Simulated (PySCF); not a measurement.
C$_{2}$H$_{6}$AlCl, triplet, at a GFN2-xTB geometry (such geometries of metal compounds can be far from the true shape) (a higher spin typed on purpose: for a closed-shell molecule this is an excited state); PySCF with CASSCF(6,7)/6-31G.

Input for PySCF:
```python
from pyscf import gto, scf, mcscf
import numpy

mol = gto.Mole()
mol.atom = '''
    Al    0.27664364    0.58645733    0.37557235
    C     1.86366038   -0.79424511   -0.10523736
    H     1.48910464   -1.74724887   -0.46464573
    H     2.52927026   -0.92151244    0.73957456
    H     2.35670155   -0.25398768   -0.90881866
    C    -0.26837980   -0.98023549    1.75563119
    H    -0.48017367   -1.91904057    1.25416244
    H    -1.17868337   -0.56240006    2.17690490
    H     0.49088133   -1.09933307    2.51870326
    Cl   -1.08089127    0.56038006   -1.18239320
'''
mol.basis = '6-31g'
mol.spin = 2
mol.verbose = 4
mol.build()

mf = scf.ROHF(mol)
mf.kernel()
mc = mcscf.CASSCF(mf, 7, 6)
mc.fix_spin_(ss=2.0)
mc.kernel()
occ = numpy.linalg.eigvalsh(mc.fcisolver.make_rdm1(mc.ci, mc.ncas, mc.nelecas))[::-1]
ss = mc.fcisolver.spin_square(mc.ci, mc.ncas, mc.nelecas)[0]
print('natural occupations', occ.round(4), ' <S^2>', round(ss, 4))
```

What the program printed (banner, timings and long lists left out):

```
PySCF version 2.14.0

[INPUT] verbose = 4
[INPUT] num. atoms = 10
[INPUT] num. electrons = 48
[INPUT] charge = 0
[INPUT] spin (= nelec alpha-beta = 2S) = 2
[INPUT] symmetry False subgroup None
[INPUT] Mole.unit = angstrom
[INPUT] Symbol           X                Y                Z      unit          X                Y                Z       unit  Magmom
[...]
nuclear repulsion = 189.492965876042
number of shells = 36
number of NR pGTOs = 160
number of NR cGTOs = 56
basis = 6-31g
ecp = {}

******** <class 'pyscf.scf.rohf.ROHF'> ********
method = ROHF
initial guess = minao
damping factor = 0
level_shift factor = 0
DIIS = <class 'pyscf.scf.diis.CDIIS'>
diis_start_cycle = 1
diis_space = 8
diis_damp = 0
SCF conv_tol = 1e-09
SCF conv_tol_grad = None
SCF max_cycles = 50
direct_scf = True
direct_scf_tol = 1e-13
num. doubly occ = 23  num. singly occ = 2
Set gradient conv threshold to 3.16228e-05
init E= -780.632025332434
[...]
cycle= 1 E= -780.462445909155  delta_E= 0.17  |g|= 0.282  |ddm|= 1.87
[...]
cycle= 2 E= -780.503361897966  delta_E= -0.0409  |g|= 0.111  |ddm|= 0.579
[...]
cycle= 3 E= -780.508601867574  delta_E= -0.00524  |g|= 0.0297  |ddm|= 0.153
[...]
cycle= 4 E= -780.509313727394  delta_E= -0.000712  |g|= 0.00614  |ddm|= 0.0616
[...]
cycle= 5 E= -780.509385369921  delta_E= -7.16e-05  |g|= 0.00248  |ddm|= 0.0189
[...]
cycle= 6 E= -780.50940208176  delta_E= -1.67e-05  |g|= 0.000876  |ddm|= 0.00931
[...]
cycle= 7 E= -780.509404455704  delta_E= -2.37e-06  |g|= 0.000136  |ddm|= 0.00463
[...]
cycle= 8 E= -780.509404495935  delta_E= -4.02e-08  |g|= 2.21e-05  |ddm|= 0.000546
[...]
cycle= 9 E= -780.509404496672  delta_E= -7.36e-10  |g|= 5.98e-06  |ddm|= 6.88e-05
[...]
Extra cycle  E= -780.509404496707  delta_E= -3.59e-11  |g|= 2.34e-06  |ddm|= 1.1e-05
converged SCF energy = -780.509404496707

******** <class 'pyscf.mcscf.mc1step.CASSCF'> ********
CAS (4e+2e, 7o), ncore = 21, nvir = 28
max_cycle_macro = 50
max_cycle_micro = 4
conv_tol = 1e-07
conv_tol_grad = None
orbital rotation max_stepsize = 0.02
orbital rotation threshold for CI restart = 0.01
augmented hessian ah_max_cycle = 30
augmented hessian ah_conv_tol = 1e-12
augmented hessian ah_linear dependence = 1e-14
augmented hessian ah_level shift = 1e-08
augmented hessian ah_start_tol = 2.5
augmented hessian ah_start_cycle = 3
augmented hessian ah_grad_trust_region = 3
kf_trust_region = 3
kf_interval = 4
ci_response_space = 4
ci_grad_trust_region = 3
with_dep4 0
natorb = False
canonicalization = True
sorting_mo_energy = False
ao2mo_level = 2
internal_rotation = False
******** <class 'pyscf.fci.addons.SpinPenaltyFCISolver'> ********
max. cycles = 50
conv_tol = 1e-08
davidson only = True
linear dependence = 1e-12
level shift = 0.001
max iter space = 12
nroots = 1
pspace_size = 400
spin = None
CASCI E = -780.512105209787  S^2 = 2.0000000
Set conv_tol_grad to 0.000316228
macro iter   1 ( 21 JK    4 micro), CASSCF E = -780.522883623040  dE = -1.07784133e-02  S^2 = 2.0000000
               |grad[o]|=0.00716  |grad[c]|=0.0188  |ddm|=0.0352  |maxRot[o]|=0.273
macro iter   2 ( 21 JK    4 micro), CASSCF E = -780.534510263648  dE = -1.16266406e-02  S^2 = 2.0000000
               |grad[o]|=0.0167  |grad[c]|=0.0155  |ddm|=0.0195  |maxRot[o]|=0.232
macro iter   3 ( 21 JK    4 micro), CASSCF E = -780.538989571392  dE = -4.47930774e-03  S^2 = 2.0000000
               |grad[o]|=0.0115  |grad[c]|=0.0126  |ddm|=0.0166  |maxRot[o]|=0.241
macro iter   4 ( 21 JK    4 micro), CASSCF E = -780.540359193419  dE = -1.36962203e-03  S^2 = 2.0000000
               |grad[o]|=0.00777  |grad[c]|=0.0124  |ddm|=0.0105  |maxRot[o]|=0.245
macro iter   5 ( 21 JK    4 micro), CASSCF E = -780.541036663371  dE = -6.77469953e-04  S^2 = 2.0000000
               |grad[o]|=0.00598  |grad[c]|=0.00814  |ddm|=0.00205  |maxRot[o]|=0.0917
macro iter   6 ( 21 JK    4 micro), CASSCF E = -780.541123794992  dE = -8.71316213e-05  S^2 = 2.0000000
               |grad[o]|=0.00202  |grad[c]|=0.00526  |ddm|=0.00964  |maxRot[o]|=  0.2
[...]
               |grad[o]|=0.000137  |grad[c]|=0.0012  |ddm|=0.000125  |maxRot[o]|=0.0102
macro iter  25 (  3 JK    1 micro), CASSCF E = -780.541451431456  dE = -2.26141663e-06  S^2 = 2.0000000
               |grad[o]|=0.000151  |grad[c]|=0.00128  |ddm|=0.000126  |maxRot[o]|=0.00813
macro iter  26 (  3 JK    1 micro), CASSCF E = -780.541454177904  dE = -2.74644788e-06  S^2 = 2.0000000
               |grad[o]|=0.000156  |grad[c]|=0.00143  |ddm|=0.000138  |maxRot[o]|=0.00878
macro iter  27 (  3 JK    1 micro), CASSCF E = -780.541457895358  dE = -3.71745364e-06  S^2 = 2.0000000
               |grad[o]|=0.000181  |grad[c]|=0.00168  |ddm|=0.000165  |maxRot[o]|=0.0101
macro iter  28 (  3 JK    1 micro), CASSCF E = -780.541463635452  dE = -5.74009493e-06  S^2 = 2.0000000
               |grad[o]|=0.000206  |grad[c]|=0.00213  |ddm|=0.000205  |maxRot[o]|=0.0126
macro iter  29 (  9 JK    3 micro), CASSCF E = -780.541498157196  dE = -3.45217430e-05  S^2 = 2.0000000
               |grad[o]|=0.000266  |grad[c]|=0.000697  |ddm|=0.00153  |maxRot[o]|=0.0397
macro iter  30 (  7 JK    2 micro), CASSCF E = -780.541605340292  dE = -1.07183097e-04  S^2 = 2.0000000
               |grad[o]|=0.000611  |grad[c]|=0.00443  |ddm|=0.0034  |maxRot[o]|=0.0697
macro iter  31 (  7 JK    2 micro), CASSCF E = -780.541859277504  dE = -2.53937211e-04  S^2 = 2.0000000
               |grad[o]|=0.0014  |grad[c]|=0.00419  |ddm|=0.00328  |maxRot[o]|=0.0698
macro iter  32 ( 21 JK    4 micro), CASSCF E = -780.544508542219  dE = -2.64926472e-03  S^2 = 2.0000000
               |grad[o]|=0.00253  |grad[c]|=0.0202  |ddm|=0.00712  |maxRot[o]|=0.127
macro iter  33 ( 21 JK    4 micro), CASSCF E = -780.551888571674  dE = -7.38002946e-03  S^2 = 2.0000000
               |grad[o]|=0.00754  |grad[c]|=0.0158  |ddm|=0.00972  |maxRot[o]|= 0.16
macro iter  34 ( 21 JK    4 micro), CASSCF E = -780.554388439529  dE = -2.49986786e-03  S^2 = 2.0000000
               |grad[o]|=0.0123  |grad[c]|=0.0118  |ddm|=0.00979  |maxRot[o]|=  0.1
macro iter  35 ( 16 JK    4 micro), CASSCF E = -780.557046363488  dE = -2.65792396e-03  S^2 = 2.0000000
               |grad[o]|=0.0114  |grad[c]|=0.00971  |ddm|=0.0062  |maxRot[o]|=0.128
macro iter  36 ( 19 JK    4 micro), CASSCF E = -780.557302399663  dE = -2.56036175e-04  S^2 = 2.0000000
               |grad[o]|=0.00703  |grad[c]|=0.00641  |ddm|=0.00231  |maxRot[o]|=0.0477
macro iter  37 ( 18 JK    4 micro), CASSCF E = -780.557539953070  dE = -2.37553407e-04  S^2 = 2.0000000
               |grad[o]|=0.00647  |grad[c]|=0.00498  |ddm|=0.00179  |maxRot[o]|=0.0201
macro iter  38 ( 18 JK    4 micro), CASSCF E = -780.557795323372  dE = -2.55370302e-04  S^2 = 2.0000000
               |grad[o]|=0.00559  |grad[c]|=0.00392  |ddm|=0.00131  |maxRot[o]|=0.0205
macro iter  39 ( 11 JK    4 micro), CASSCF E = -780.558110593406  dE = -3.15270034e-04  S^2 = 2.0000000
               |grad[o]|=0.00445  |grad[c]|=0.00178  |ddm|=0.00105  |maxRot[o]|=0.0451
macro iter  40 (  4 JK    1 micro), CASSCF E = -780.558180795978  dE = -7.02025725e-05  S^2 = 2.0000000
               |grad[o]|=0.00199  |grad[c]|=0.00132  |ddm|=0.000549  |maxRot[o]|=0.0318
macro iter  41 (  3 JK    1 micro), CASSCF E = -780.558180896274  dE = -1.00296234e-07  S^2 = 2.0000000
               |grad[o]|=0.000168  |grad[c]|=0.000109  |ddm|=0.000163  |maxRot[o]|=0.000553
macro iter  42 (  3 JK    1 micro), CASSCF E = -780.558180902540  dE = -6.26550900e-09  S^2 = 2.0000000
               |grad[o]|=6.22e-05  |grad[c]|=2.87e-05  |ddm|=2.24e-05  |maxRot[o]|=7.84e-05
1-step CASSCF converged in  42 macro (464 JK 108 micro) steps
CASSCF canonicalization
Density matrix diagonal elements [1.97956552 1.95461074 1.00746709 0.99176269 0.02029337 0.02052417
 0.02577642]
CASSCF energy = -780.558180902540
CASCI E = -780.558180902540  E(CI) = -7.54218949137180  S^2 = 2.0000000
natural occupations [1.9797 1.9549 1.0073 0.9919 0.0268 0.0202 0.0193]  <S^2> 2.0
```
